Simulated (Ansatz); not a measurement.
The cluster Ta₂O₆H₂. Charge 0, multiplicity 1. Geometry PBE-D4/def2-SVP.

```xyz
10

Ta    0.5410   -0.9047   -0.3069
Ta   -0.8924    1.7467    0.1611
O    -1.2527    2.1129    1.8188
O    -1.5680    0.0142   -0.5550
O    -1.3990   -1.3072    0.0625
O     1.6127   -1.9981    0.8289
O     0.8728    1.0396    0.0600
O     0.9450   -1.2750   -1.9545
H    -1.1513    3.2505   -0.7970
H     2.2918   -2.6791    0.6821
```

In the def2 sets Ta takes a core potential; there is no spin–orbit coupling. HSE06 is defined as in plane-wave codes, on full-range PBE exchange. The structure holds one bond between oxygen atoms, so isomers without such links may lie far lower. The structure comes from a short search, and lower isomers may exist.

Q: Estimate the orbital energies around the gap (eV) in Ansatz with PBE-D4/def2-TZVP, PBE-D4/def2-TZVPD, B97M-V/def2-TZVP, PBE0-D4/def2-SVP, HSE06-D4/def2-TZVP.

A: 
```csv
orbital,PBE-D4/def2-TZVP,PBE-D4/def2-TZVPD,B97M-V/def2-TZVP,PBE0-D4/def2-SVP,HSE06-D4/def2-TZVP
HOMO−13,-10.91,-10.94,-11.42,-12.73,-12.23
HOMO−12,-10.49,-10.53,-10.99,-12.33,-11.87
HOMO−11,-10.19,-10.23,-10.65,-12.00,-11.52
HOMO−10,-9.47,-9.51,-9.97,-11.27,-10.82
HOMO−9,-9.17,-9.22,-9.62,-10.91,-10.46
HOMO−8,-9.05,-9.08,-9.48,-10.76,-10.26
HOMO−7,-8.98,-9.01,-9.38,-10.64,-10.16
HOMO−6,-8.70,-8.74,-9.14,-10.42,-9.94
HOMO−5,-8.45,-8.49,-8.88,-10.13,-9.65
HOMO−4,-8.39,-8.43,-8.80,-10.04,-9.57
HOMO−3,-8.06,-8.09,-8.50,-9.64,-9.20
HOMO−2,-7.99,-8.02,-8.41,-9.60,-9.15
HOMO−1,-7.88,-7.92,-8.30,-9.48,-9.02
HOMO,-7.27,-7.31,-7.77,-8.92,-8.51
LUMO,-3.98,-4.02,-3.85,-3.05,-3.44
LUMO+1,-3.32,-3.35,-3.24,-2.58,-2.90
LUMO+2,-2.85,-2.90,-2.61,-1.89,-2.21
LUMO+3,-2.30,-2.36,-2.13,-1.53,-1.83
LUMO+4,-1.89,-1.95,-1.67,-1.02,-1.37
LUMO+5,-1.63,-1.70,-1.53,-0.81,-1.23
```
